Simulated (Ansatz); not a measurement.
Cost and result for the atomization energy of C$_{2}$H$_{6}$AlBClN (12 atoms, 12 bonds).

Cartesian coordinates in Å:
```
C -0.541 -0.228 -1.964
Al -0.876 0.094 -0.067
Cl -2.572 1.310 0.405
B -0.018 -1.044 1.543
C 1.232 -0.110 1.389
N 0.796 0.923 0.742
H -0.524 0.707 -2.532
H -1.334 -0.848 -2.394
H 0.408 -0.745 -2.136
H -0.209 -1.675 2.538
H 2.260 -0.145 1.761
H 1.378 1.759 0.715
```

Total charge 0; spin multiplicity 1. The bonds changed during the relaxation, so this is another structure than the one it started from. The geometry is a stationary point of PBE0-D4/def2-TZVP. It is one conformer, not always the lowest. Program: Ansatz. All runs use 4 threads of an Arm Neoverse V1 on a shared host. Times are those of one run each, without the atoms' runs, and a repeat can differ threefold. Electronic energies, without spin–orbit coupling; frozen cores. CCSD(T)/CBS adds CCSD(T) − MP2 in def2-TZVPP to the MP2 limit, and its time is that of the two runs behind it. T1 = 0.013. B3LYP takes the VWN-RPA correlation (the form of Gaussian; ORCA's B3LYP/G).

CCSD(T)/CBS is a level of theory with its own doubt, some kJ/mol a heavy atom from the limit and from the frozen cores, so smaller differences don't rank the functionals.

```
                             level  functions  wall time  atomization (kJ/mol)  difference from CCSD(T)/CBS  per bond
   PBE-D4/def2-TZVPP (with forces)        292      3.9 s                4522.3                        107.8       9.0
                PBE0-D4/def2-TZVPP        292      4.9 s                4449.6                         35.1       2.9
r2SCAN-D4/def2-TZVPP (with forces)        292      7.5 s                4448.1                         33.6       2.8
 B3LYP-D4/def2-TZVPP (with forces)        292      8.5 s                4423.8                          9.3       0.8
                 B2PLYP/def2-TZVPP        292       10 s                4374.1                        -40.4      -3.4
                ωB97X-V/def2-TZVPP        292       12 s                4439.7                         25.2       2.1
  ωB97M-V/def2-TZVPP (with forces)        292       19 s                4446.4                         31.9       2.7
                    MP2/def2-QZVPP        548       42 s                4446.7                         32.2       2.7
                CCSD(T)/def2-TZVPP        292      6 min                4296.4                       -118.1      -9.8
                 CCSD(T)/CBS(def2)          –    6.7 min                4414.5                          0.0       0.0
```

In def2-TZVPP, CCSD(T) changes the Hartree–Fock value by +1044.4 kJ/mol (the triples alone add +71.6 kJ/mol) and MP2 by +1125.0 kJ/mol; breaking electron pairs costs correlation energy, which Hartree–Fock lacks. The D4 term adds +45.3 kJ/mol with B3LYP and +24.3 kJ/mol with PBE0; it sums over pairs of atoms, weighted by their polarisabilities, and B3LYP, whose exchange is more repulsive, gets the larger term. From PBE to PBE0 (25 % exact exchange), in def2-TZVPP and without D4, the atomization energy moves by −68.8 kJ/mol: exact exchange takes away binding that semilocal exchange gives to molecules.
